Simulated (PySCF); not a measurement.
One of the candidates below gave these computed data.

All candidates are C9H11N.

- 13C NMR: chemical shifts (computed TMS as zero) by class: 156.5 (1 C), 152.6 (1 C), 146.0 (1 C), 125.0 (1 C), 119.6 (1 C), 102.0 (1 C), 87.9 (1 C), 46.4 (1 C), 27.7 (1 C) ppm [GIAO PBE0/pcSseg-1]
- Dipole: 1.88 D [PBE0/pcSseg-1]
- Rotational structure: rotational constants A, B, C: 1.913, 0.668, 0.546 GHz [GFN2-xTB]
- NMR, other nuclei: isotropic shieldings of nuclei other than C and H, by class: -127 (1 N) ppm [GIAO PBE0/pcSseg-1]
- 1H NMR: chemical shifts (computed TMS as zero) by class: 12.00 (1 H), 8.16 (1 H), 5.90 (1 H), 5.63 (1 H), 5.42 (1 H), 5.27 (1 H), 5.25 (1 H), 3.26 (2 H), 3.15 (2 H) ppm [GIAO PBE0/pcSseg-1]

Gas-phase values; electronic properties from PySCF, density fitting. Levels stand in brackets. The structure is a single GFN2-xTB conformer in the gas phase; no vibrational or solvent corrections. GFN2-xTB frequencies show an imaginary mode (22i cm⁻¹), so this geometry is no minimum at that level. Each NMR value is the plain mean over a class of atoms that symmetry, rotation or inversion makes alike.

**Question.** Which candidate is it?
A. `c1ccc(NC2CC2)cc1`
B. `[H]/N=C/C#CCC(=C)CC=C`
C. `C/C=C\Cc1ccncc1`

**Answer.** B. It is `[H]/N=C/C#CCC(=C)CC=C`. Numbering: `[H]/[N:10]=[CH:9]/[C:8]#[C:7][CH2:6][C:4]([CH2:3][CH:2]=[CH2:1])=[CH2:5]`. Its formula, C9H11N, gives 5 degrees of unsaturation: 0 rings and 5 π bonds in the structure found. 9 carbons fall into 9 classes; from least to most shielded: imine carbon [C9] (156.5 ppm), fully substituted alkene carbon [C4] (152.6 ppm), alkene CH carbon [C2] (146.0 ppm), terminal =CH2 carbon [C1] (125.0 ppm), terminal =CH2 carbon [C5] (119.6 ppm), alkyne carbon [C7] (102.0 ppm), alkyne carbon [C8] (87.9 ppm), allylic carbon [C3] (46.4 ppm), allylic carbon [C6] (27.7 ppm). Hydrogen classes from least to most shielded: 1 H on an imine nitrogen, N10 (12.00 ppm), 1 H on an imine carbon, C9 (8.16 ppm), 1 H on an alkene CH carbon, C2 (5.90 ppm), 1 H on a terminal =CH2 carbon, C1 (5.63 ppm), 1 H on a terminal =CH2 carbon, C1 (5.42 ppm), 1 H on a terminal =CH2 carbon, C5 (5.27 ppm), 1 H on a terminal =CH2 carbon, C5 (5.25 ppm), 2 H on an allylic carbon, C6 (3.26 ppm, a mean of values up to 0.6 ppm apart in this geometry), 2 H on an allylic carbon, C3 (3.15 ppm). The other shieldings belong to: -127 ppm, imine nitrogen [N10]. The optimised geometry has point group C1 and is an asymmetric top.

The others, at the same levels:
- `c1ccc(NC2CC2)cc1` fails: it has 6 carbon classes against 9; its computed 13C shifts are 153.1 (1 C), 134.8 (2 C), 121.8 (1 C), 116.0 (2 C), 27.6 (1 C), 9.6 (2 C) ppm, 1H shifts are 7.45 (2 H), 6.90 (1 H), 6.77 (2 H), 3.07 (1 H), 2.68 (1 H), 0.79 (2 H), 0.35 (2 H) ppm and rotational constant A is 3.799 GHz (against 1.913 GHz).
- `C/C=C\Cc1ccncc1` fails: it has 7 carbon classes against 9; its computed 13C shifts are 156.4 (1 C), 156.1 (2 C), 137.8 (1 C), 131.0 (1 C), 128.7 (2 C), 38.5 (1 C), 16.2 (1 C) ppm, 1H shifts are 8.88 (2 H), 7.21 (2 H), 5.71 (1 H), 5.68 (1 H), 3.44 (2 H), 2.01 (3 H) ppm and rotational constant A is 3.283 GHz (against 1.913 GHz).

Each candidate is one conformer, not necessarily the lowest. The conformers computed, where there is a choice (atom-mapped SMILES and torsion angles):
- `[H]/[N:10]=[CH:9]/[C:8]#[C:7][CH2:6][C:4]([CH2:3][CH:2]=[CH2:1])=[CH2:5]`: C1–C2–C3–C4 114°, C2–C3–C4–C5 108°, C3–C4–C6–C7 -70°
- `[cH:1]1[cH:2][cH:3][c:4]([NH:5][CH:6]2[CH2:7][CH2:8]2)[cH:9][cH:10]1`: C3–C4–N5–C6 168°, C4–N5–C6–C7 -144°
- `[CH3:1]/[CH:2]=[CH:3]\[CH2:4][c:5]1[cH:6][cH:7][n:8][cH:9][cH:10]1`: C2–C3–C4–C5 114°, C3–C4–C5–C6 -82°
